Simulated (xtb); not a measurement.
C$_{6}$H$_{13}$, doublet, geometry from GFN2-xTB. Base run: GFN2-xTB (xtb).

Geometry (Å):
```xyz
19

C     -2.7562    -0.2056     0.2128
C     -1.7845     0.3412    -0.7581
C     -0.3683    -0.0779    -0.7650
C      0.4770     0.7293     0.2494
C      1.9673     0.3999     0.1854
C      2.2910    -1.0176     0.6426
H     -2.4304    -1.1745     0.5871
H     -3.7434    -0.3141    -0.2406
H     -2.8834     0.4607     1.0763
H     -2.0675     1.2166    -1.3190
H      0.0653     0.0742    -1.7575
H     -0.2950    -1.1373    -0.5099
H      0.1016     0.5335     1.2557
H      0.3385     1.7929     0.0423
H      2.3253     0.5426    -0.8369
H      2.5035     1.1070     0.8239
H      1.8595    -1.7539    -0.0304
H      1.9006    -1.1930     1.6430
H      3.3678    -1.1704     0.6638
```
Charge 0, spin multiplicity 2.
All else is at xtb's defaults.
Base energy -19.40083 Eh.

Variants of this job, named by their change:

```csv
change,ΔE vs base (kJ/mol),dipole (D),G_solv (kcal/mol),SCF cycles
base,0.00,0.50,-,9
etemp = 3000,-0.08,0.50,-,9
etemp = 5000,-2.19,0.62,-,9
etemp = 1000,0.00,0.50,-,9
alpb = water,-1.85,0.59,-0.52,9
alpb = ether,-21.41,0.55,-5.14,9
acc = 30,0.00,0.50,-,7
```

ALPB and GBSA are two models with their own fitted parameters for each solvent, which aren't always the measured dielectric constant.
